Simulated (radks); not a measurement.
Polarisability of the xenon ion Xe2+, [Kr] 4d10 5s2 5p4, at imaginary frequency. All-electron calculation, non-relativistic Kohn-Sham, LDA (Slater exchange, Perdew-Wang correlation), spin-unpolarised, spherical densities, point nucleus; relativity is left out, which matters for an element this heavy. Program: a radial shooting solver on a logarithmic mesh with Libxc functionals. Response by self-consistent Sternheimer equations with the Hartree and adiabatic LDA kernel.

w (hartree)  alpha1(iw) (bohr^3)
0.00266                    13.28
0.0143                     13.27
0.0360                     13.24
0.0697                     13.13
0.118                      12.87
0.186                      12.31
0.280                      11.28
0.413                      9.650
0.605                      7.488
0.892                      5.178
1.35                       3.204
2.12                       1.800
3.59                      0.8924
6.94                      0.3375
17.5                     0.07552

Static values: alpha1 = 13.28 bohr^3 (1.968 angstrom^3; uncoupled 22.93). C6 = 95.81, triple-dipole C9 = 911.2 atomic units. One-pole (London) frequency 4 C6 / (3 alpha1^2) = 0.724 hartree, against 0.982 for minus the highest occupied eigenvalue. The dipole shielding factor is 0.963, as the force sum rule N/Z = 0.963 demands.
